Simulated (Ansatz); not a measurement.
Born–Oppenheimer molecular dynamics of a periodic cell of 17 atoms, LiW16 (host W, host structure bcc, interstitial Li). It starts from a relaxed structure.

Level of theory: DFT PBEsol, scalar-relativistic, plane waves, PAW (Ansatz). Settings: accuracy low, cutoff 420 eV, k mesh 2x2x2, fermi-dirac smearing 0.15 eV, no spin polarisation.

```
ensemble        : NVT, Langevin thermostat
time step       : 1 fs
steps asked     : 210
set temperature : 1500 K
friction        : 0.02 /fs
seed            : 476589
```

Frames 10 fs apart, positions in Å.

Velocities at 20.0 fs (Å/ps):

```
W -0.16 2.23 2.89
W -1.52 -2.21 -3.44
W -4.08 -0.47 1.95
W 4.05 4.33 -3.84
W 1.17 1.41 0.47
W 0.39 -2.35 1.08
W 3.37 2.09 0.02
W -3.38 -3.43 0.84
W 2.09 3.16 -6.80
W -0.75 2.84 -2.05
W -0.34 -0.06 0.86
W 4.42 0.78 3.85
W -1.99 0.94 -5.79
W 4.61 0.38 4.41
W -0.09 1.19 -1.23
W 0.36 2.04 -0.49
Li -5.45 -10.30 2.67
```

```xyz
17
Lattice="6.3200 0.0000 0.0000 0.0000 6.3200 0.0000 0.0000 0.0000 6.3200" Properties=species:S:1:pos:R:3 time_fs=20.0 energy_less_start_eV=0.791 T=1537
W 0.011 0.033 0.041
W 3.198 -0.064 -0.065
W -0.052 3.165 -0.013
W 0.135 0.362 3.122
W 1.705 1.606 1.513
W 3.212 3.137 0.020
W 3.254 -0.020 3.160
W 4.676 1.500 1.543
W 0.068 2.885 3.026
W 1.667 4.781 1.539
W 1.677 1.558 4.839
W 3.247 3.119 3.252
W 4.729 4.791 1.446
W 4.754 1.585 4.877
W 1.687 4.745 4.764
W 4.703 4.762 4.792
Li -0.043 4.799 3.169
17
Lattice="6.3200 0.0000 0.0000 0.0000 6.3200 0.0000 0.0000 0.0000 6.3200" Properties=species:S:1:pos:R:3 time_fs=30.0 energy_less_start_eV=1.693 T=1275
W 0.009 0.058 0.061
W 3.186 -0.092 -0.082
W -0.088 3.168 -0.004
W 0.167 0.397 3.090
W 1.723 1.629 1.516
W 3.209 3.121 0.024
W 3.293 -0.010 3.156
W 4.634 1.449 1.534
W 0.079 2.916 2.965
W 1.655 4.799 1.524
W 1.674 1.568 4.859
W 3.293 3.118 3.280
W 4.711 4.796 1.381
W 4.804 1.590 4.914
W 1.686 4.748 4.752
W 4.705 4.791 4.790
Li -0.067 4.745 3.162
17
Lattice="6.3200 0.0000 0.0000 0.0000 6.3200 0.0000 0.0000 0.0000 6.3200" Properties=species:S:1:pos:R:3 time_fs=40.0 energy_less_start_eV=2.363 T=920
W 0.008 0.075 0.082
W 3.172 -0.113 -0.073
W -0.096 3.171 0.005
W 0.197 0.405 3.069
W 1.732 1.646 1.520
W 3.218 3.098 0.029
W 3.317 -0.014 3.129
W 4.606 1.434 1.506
W 0.091 2.926 2.909
W 1.634 4.809 1.514
W 1.688 1.581 4.890
W 3.328 3.102 3.287
W 4.685 4.779 1.335
W 4.838 1.582 4.941
W 1.691 4.744 4.751
W 4.716 4.823 4.805
Li -0.231 4.816 3.095
17
Lattice="6.3200 0.0000 0.0000 0.0000 6.3200 0.0000 0.0000 0.0000 6.3200" Properties=species:S:1:pos:R:3 time_fs=50.0 energy_less_start_eV=3.021 T=1227
W 0.008 0.074 0.079
W 3.135 -0.119 -0.031
W -0.087 3.165 0.010
W 0.208 0.408 3.052
W 1.749 1.629 1.545
W 3.212 3.070 0.044
W 3.330 -0.006 3.095
W 4.595 1.436 1.483
W 0.144 2.923 2.852
W 1.620 4.807 1.496
W 1.691 1.590 4.914
W 3.350 3.089 3.277
W 4.642 4.752 1.312
W 4.867 1.590 4.962
W 1.693 4.741 4.761
W 4.731 4.847 4.812
Li -0.409 4.916 3.046
17
Lattice="6.3200 0.0000 0.0000 0.0000 6.3200 0.0000 0.0000 0.0000 6.3200" Properties=species:S:1:pos:R:3 time_fs=60.0 energy_less_start_eV=3.464 T=1279
W 0.020 0.065 0.056
W 3.109 -0.104 0.003
W -0.079 3.162 0.023
W 0.236 0.395 3.036
W 1.759 1.605 1.573
W 3.201 3.051 0.050
W 3.317 0.009 3.068
W 4.628 1.438 1.461
W 0.189 2.905 2.821
W 1.609 4.793 1.481
W 1.689 1.590 4.909
W 3.349 3.082 3.282
W 4.589 4.723 1.283
W 4.909 1.602 4.967
W 1.685 4.722 4.767
W 4.757 4.887 4.819
Li -0.528 4.827 2.940
17
Lattice="6.3200 0.0000 0.0000 0.0000 6.3200 0.0000 0.0000 0.0000 6.3200" Properties=species:S:1:pos:R:3 time_fs=70.0 energy_less_start_eV=3.745 T=1476
W 0.029 0.063 0.033
W 3.088 -0.050 0.051
W -0.058 3.163 0.040
W 0.257 0.366 3.053
W 1.773 1.612 1.611
W 3.172 3.039 0.031
W 3.274 0.002 3.055
W 4.670 1.423 1.445
W 0.216 2.880 2.793
W 1.585 4.773 1.493
W 1.683 1.582 4.891
W 3.344 3.087 3.274
W 4.531 4.708 1.261
W 4.933 1.608 4.965
W 1.669 4.718 4.760
W 4.786 4.925 4.847
Li -0.504 4.763 2.908
17
Lattice="6.3200 0.0000 0.0000 0.0000 6.3200 0.0000 0.0000 0.0000 6.3200" Properties=species:S:1:pos:R:3 time_fs=80.0 energy_less_start_eV=3.804 T=1296
W 0.056 0.065 -0.001
W 3.076 -0.010 0.091
W -0.027 3.168 0.029
W 0.249 0.335 3.080
W 1.807 1.611 1.622
W 3.131 3.036 0.011
W 3.223 -0.005 3.056
W 4.686 1.417 1.444
W 0.244 2.875 2.781
W 1.561 4.748 1.509
W 1.685 1.562 4.859
W 3.316 3.085 3.248
W 4.482 4.710 1.273
W 4.942 1.619 4.940
W 1.648 4.718 4.746
W 4.821 4.962 4.888
Li -0.419 4.772 3.033
17
Lattice="6.3200 0.0000 0.0000 0.0000 6.3200 0.0000 0.0000 0.0000 6.3200" Properties=species:S:1:pos:R:3 time_fs=90.0 energy_less_start_eV=3.831 T=1384
W 0.070 0.074 -0.022
W 3.093 0.030 0.102
W 0.003 3.174 -0.002
W 0.237 0.296 3.114
W 1.827 1.580 1.648
W 3.101 3.042 -0.015
W 3.165 -0.003 3.062
W 4.701 1.429 1.447
W 0.255 2.868 2.796
W 1.535 4.730 1.518
W 1.684 1.534 4.817
W 3.308 3.095 3.228
W 4.449 4.734 1.290
W 4.949 1.637 4.904
W 1.620 4.726 4.722
W 4.848 4.990 4.930
Li -0.411 4.674 3.130
17
Lattice="6.3200 0.0000 0.0000 0.0000 6.3200 0.0000 0.0000 0.0000 6.3200" Properties=species:S:1:pos:R:3 time_fs=100.0 energy_less_start_eV=3.522 T=1128
W 0.085 0.081 -0.045
W 3.130 0.057 0.080
W 0.029 3.191 -0.038
W 0.236 0.266 3.166
W 1.839 1.547 1.670
W 3.085 3.069 -0.031
W 3.144 0.016 3.084
W 4.709 1.456 1.468
W 0.258 2.877 2.806
W 1.532 4.729 1.524
W 1.685 1.511 4.776
W 3.310 3.099 3.215
W 4.442 4.748 1.345
W 4.933 1.649 4.866
W 1.583 4.717 4.697
W 4.851 5.013 4.974
Li -0.568 4.519 3.096
17
Lattice="6.3200 0.0000 0.0000 0.0000 6.3200 0.0000 0.0000 0.0000 6.3200" Properties=species:S:1:pos:R:3 time_fs=110.0 energy_less_start_eV=2.817 T=1535
W 0.098 0.086 -0.056
W 3.166 0.079 0.044
W 0.045 3.231 -0.080
W 0.212 0.233 3.204
W 1.854 1.526 1.638
W 3.077 3.097 -0.030
W 3.137 0.009 3.119
W 4.726 1.503 1.465
W 0.260 2.877 2.819
W 1.531 4.732 1.540
W 1.695 1.493 4.748
W 3.312 3.096 3.213
W 4.455 4.744 1.384
W 4.893 1.654 4.829
W 1.562 4.713 4.672
W 4.829 5.017 5.017
Li -0.799 4.587 3.136
17
Lattice="6.3200 0.0000 0.0000 0.0000 6.3200 0.0000 0.0000 0.0000 6.3200" Properties=species:S:1:pos:R:3 time_fs=120.0 energy_less_start_eV=2.491 T=1955
W 0.114 0.088 -0.029
W 3.203 0.090 -0.001
W 0.047 3.278 -0.127
W 0.165 0.188 3.227
W 1.862 1.500 1.599
W 3.063 3.132 -0.018
W 3.155 -0.003 3.174
W 4.743 1.543 1.460
W 0.261 2.855 2.833
W 1.511 4.735 1.561
W 1.712 1.478 4.729
W 3.308 3.094 3.217
W 4.456 4.748 1.413
W 4.847 1.693 4.777
W 1.540 4.696 4.657
W 4.775 5.005 5.068
Li -0.894 4.651 3.245
17
Lattice="6.3200 0.0000 0.0000 0.0000 6.3200 0.0000 0.0000 0.0000 6.3200" Properties=species:S:1:pos:R:3 time_fs=130.0 energy_less_start_eV=2.409 T=1921
W 0.112 0.111 0.003
W 3.242 0.103 -0.041
W 0.043 3.335 -0.143
W 0.116 0.159 3.246
W 1.869 1.488 1.552
W 3.073 3.167 -0.012
W 3.177 -0.016 3.238
W 4.774 1.568 1.468
W 0.256 2.857 2.866
W 1.508 4.732 1.580
W 1.718 1.478 4.710
W 3.293 3.111 3.225
W 4.467 4.773 1.440
W 4.794 1.736 4.738
W 1.515 4.677 4.639
W 4.707 4.991 5.115
Li -0.821 4.606 3.263
```

Of the whole run (210 fs, mean temperature of the second half 1548 K): A run of 0.21 ps of so small a system gives no equilibrium averages. Limits of this set-up: coarse k mesh, low accuracy level.

The run took 25 min on 2 threads of Arm Neoverse V1 (shared host), peak memory 1.1 GiB.
